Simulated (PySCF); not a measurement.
## Shapes and spin states of WFCl

Computed with PySCF, PBE0, basis W def2-TZVP with ECP60, F def2-TZVP, Cl def2-TZVP (scalar-relativistic core potentials, no spin–orbit coupling, density fitting).

Relaxations began from a few typed shapes and spin states; open shells are unrestricted. The search is not exhaustive: other isomers or separated fragments can lie lower, and high-lying points may rest on an excited occupation.

Task: Order these stationary points by electronic energy, lowest first, in kJ/mol from the lowest minimum.
A. broken-symmetry Ms = 0 (⟨S²⟩ 1.00) C∞v: W–Cl 2.205 Å, W–F 1.831 Å; Cl–W–F 180.0°
B. quintet C∞v: W–Cl 2.287 Å, W–F 1.894 Å; Cl–W–F 180.0°
C. singlet (closed shell, unstable to spin polarisation) Cs: W–Cl 2.202 Å, W–F 1.830 Å; Cl–W–F 172.3°
D. quintet Cs: W–Cl 2.272 Å, W–F 1.879 Å; Cl–W–F 140.2°
E. triplet C∞v: W–Cl 2.206 Å, W–F 1.831 Å; Cl–W–F 180.0°

Result: D (0.0), B (9.3), E (38.6), A (63.5), C (129.7).

Task: Which of them are minima?

Result: By energy in kJ/mol, 0.0: minimum; 9.3: saddle point, 1 imaginary mode; 38.6: not settled, its softest mode being under 30 cm⁻¹; 63.5: not settled, its softest mode being under 30 cm⁻¹; 129.7: not settled, its softest mode being under 30 cm⁻¹.

Formally W is in oxidation state +2, d4, with 4 unpaired electrons (the high-spin count). The Mulliken spin on W is 4.01. The polar-tensor charge on W, 1.16, is far below the formal one.

For the lowest minimum: open d and f shells are described by one determinant, and the ground state may have another occupation or spin. No spin–orbit coupling is included, which matters more the heavier the element.

The electron or spin density has lower symmetry than the nuclear frame for the quintet C∞v at 9.3 kJ/mol, broken-symmetry Ms = 0 (⟨S²⟩ 1.00) C∞v at 63.5 kJ/mol.
